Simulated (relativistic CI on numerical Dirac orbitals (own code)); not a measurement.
Calculated at this level of theory: Dirac-Coulomb-Breit CI, separate exchange-only KLI orbitals for each configuration, QED by a radiative potential, unscaled Slater integrals (own radial code, finite nucleus).

The strongest absorption lines from the ground level of an ion, among the configurations computed and to levels below about 257 eV (vacuum wavelength in Å, gf): 54.853 (0.5), 54.878 (0.46), 56.347 (0.97), 56.394 (0.46), 64.485 (1.8), 64.575 (1.6), 64.737 (0.68), 66.440 (1.6).

Question: Which ion is it?
A. P VII
B. P V
C. K XI
D. Al V

Answer: A. P VII has 9 electrons and the ground level 2s²2p⁵ ²P°3/2; the strongest line goes to 2s²2p⁴3d ²D5/2. The pattern of lines fixes the number of electrons, and along that sequence the line energies rise steadily with the charge (about as its square where n changes within one kind of shell, about linearly where n is kept but much faster in heavy ions where fine structure, which grows about as Z⁴, sets the gap, and irregularly where shells cross), which fixes Z. Configurations outside the model, such as inner-shell arrays, can give stronger lines. At this charge configurations can still be misplaced by up to about 7 % of their energy. 13 of the 15 excited levels that our extract of the measured tables holds in this range could be paired (the sources list more); they are missed by 6554 cm⁻¹ on average and 11425 at most, and levels without a partner can miss by more.
